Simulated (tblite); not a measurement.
Species: C6H5N2O (doublet state).
Structure used (GFN2-xTB), in Å, numbered top down from 1:
```
atom  x, y, z in Å
C1    -2.562    0.070    0.442
N2    -1.851   -0.958    0.495
C3    -0.513   -0.995    0.014
C4     0.430   -1.278    1.133
C5     1.318   -0.349    1.332
C6     1.071    0.723    0.256
C7     2.265    0.876   -0.551
N8     3.212    0.982   -1.182
O9    -0.009    0.240   -0.534
H10   -3.568    0.003    0.828
H11   -2.241    1.026    0.027
H12   -0.476   -1.771   -0.763
H13    2.109   -0.261    2.047
H14    0.815    1.694    0.711
```

Computed geometry: GFN2-xTB, gas phase. This method treats the open shell by occupation alone, without spin polarisation.

Take the most abundant isotopes and a rigid rotor. The values belong to one conformer with, in the numbering `[CH2:1]=[N:2][C@@H:3]1[C:4]=[CH:5][C@@H:6]([C:7]#[N:8])[O:9]1`, C1–N2–C3–C4 117°.

(1) What are A, B and C (GHz)?

(2) What kind of rotor is it?

(3) What does the inertial defect say?

(4) Give the other two planar moments, Paa and Pbb, and the rms extents of the mass along the axes.

(5) Estimate the classical rotational partition function at 25 K, 100 K and 500 K.

Answers

(1) Ia = 112.29, Ib = 457.31, Ic = 511.22 u·Å²; 505379 MHz·u·Å²/I gives 4501, 1105 and 988.6 MHz, that is A = 4.5007, B = 1.1051, C = 0.9886 GHz.

(2) A near-prolate asymmetric top. Ray's parameter κ = (2B − A − C)/(A − C) = -0.934; −1 is the prolate and +1 the oblate limit.

(3) Not planar: Δ = Ic − Ia − Ib = -58.38 u·Å². For a rigid frame Δ = −2 Σ m c², so Σ m c² = 29.19 u·Å² lies off the ab plane: 8.49 from hydrogen and 20.70 from heavier atoms. The atom farthest from that plane is 1.81 Å away.

(4) Paa = Σ m a² = (Ib + Ic − Ia)/2 = 428.12 and Pbb = Σ m b² = (Ia + Ic − Ib)/2 = 83.10 u·Å². With the mass M = 121.04 u, the rms extents √(P/M) along a, b and c are 1.88, 0.83, 0.49 Å.

(5) Point group C1, symmetry number σ = 1; q = (√π/σ)·√((kT/h)³/(ABC)), k/h = 20836.6 MHz/K: 9500 at 25 K, 76000 at 100 K, 850000 at 500 K.

For this open shell read J as N, the rotation without spin; fine and hyperfine splittings come on top. Its GFN2-xTB frequencies are all real (lowest 51 cm⁻¹). Constants of a rigid frame at the computed geometry: no zero-point averaging, no centrifugal distortion.
